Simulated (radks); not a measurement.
The numbers below are computed, except where a source is named.
The mean radii <r> (bohr) of the occupied orbitals of an atom or ion are listed with their occupations. Code: a radial shooting solver on a logarithmic mesh with Libxc functionals. Model: Dirac Kohn-Sham, PW91, spin-unpolarised, spherical densities, finite nucleus; Fermi nuclear charge, rms radius of each element as measured or else 0.836 A^(1/3) + 0.57 fm.

| orbital | occ. | <r> |
|---|---|---|
| 1s1/2 | 2 | 0.02151 |
| 2s1/2 | 2 | 0.09096 |
| 2p1/2 | 2 | 0.07589 |
| 2p3/2 | 4 | 0.08284 |
| 3s1/2 | 2 | 0.2390 |
| 3p1/2 | 2 | 0.2286 |
| 3p3/2 | 4 | 0.2418 |
| 3d3/2 | 4 | 0.2141 |
| 3d5/2 | 6 | 0.2182 |
| 4s1/2 | 2 | 0.5409 |
| 4p1/2 | 2 | 0.5519 |
| 4p3/2 | 4 | 0.5819 |
| 4d3/2 | 4 | 0.6154 |
| 4d5/2 | 6 | 0.6260 |
| 5s1/2 | 2 | 1.299 |
| 5p1/2 | 2 | 1.443 |
| 5p3/2 | 4 | 1.531 |
| 4f5/2 | 3.42857 | 0.8216 |
| 4f7/2 | 4.57143 | 0.8330 |

Name the element and its charge. Open shells, if any, are shared by 2j + 1.

Answer. Z = 65, terbium, charge +3: Tb3+ in [Xe] 4f8. The 1s radius gives Z: for a bare nucleus <r> = (2 gamma + 1)/(2Z) with gamma = sqrt(1 - (Z/c)^2), 0.02124 bohr for Z = 65, and screening makes it slightly larger (0.02151 here). The occupations add up to 62, and the charge is Z minus that.
